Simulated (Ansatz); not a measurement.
## One molecule, several partners

HF beside different partners, each pair relaxed from a docking trial to one local arrangement, named by its closest contact against the van der Waals radii; a more strongly bound one may exist. Pairs that react, share a proton or have a doubtful reference are left out. Counterpoise interaction energies from the frozen fragments; negative means bound. Gas-phase electronic energies, without zero-point energy, by CCSD(T) at an estimated basis limit (MP2 extrapolated from triple and quadruple zeta, plus CCSD(T) − MP2 in triple zeta); Ansatz 0.2.0, def2-TZVPPD and QZVPPD, frozen cores, on PBE0-D4/def2-TZVP structures. Extrapolation: Hartree–Fock as exp(−7.88 √X), correlation as X^−2.97.

| partner | closest contact, atom of HF first (Å) | interaction energy (kcal/mol) |
| --- | --- | --- |
| H₂O | H···O 1.67 | ? |
| GeH₄ | H···H 1.79 | -1.33 |
| CO | H···C 2.00 | -3.58 |
| CH₄ | H···C 2.25 | -1.65 |
| CH₅N (SMILES CN) | H···C 2.36 | -1.65 |
| F₂ | H···F 2.10 | -0.90 |

Question: What is the interaction energy with H₂O? (To be estimated.)

Answer: The calculation gives: -8.93 kcal/mol. It counts from the two fragments frozen as in the pair.

T1 diagnostic: at most 0.019. The restricted Hartree–Fock reference is unstable towards an unrestricted one at one or more of these structures. The filled d shells of Ge are correlated in sets not built for that, so values that involve them are less sure.

For scale, one of the runs: CCSD(T)/def2-TZVPPD, 216 basis functions (an equivalent command: `ansatz run in.yaml --threads 4`). The run took 59 s on 4 CPU threads (shared host), with 3.4 GiB of host memory at its peak.
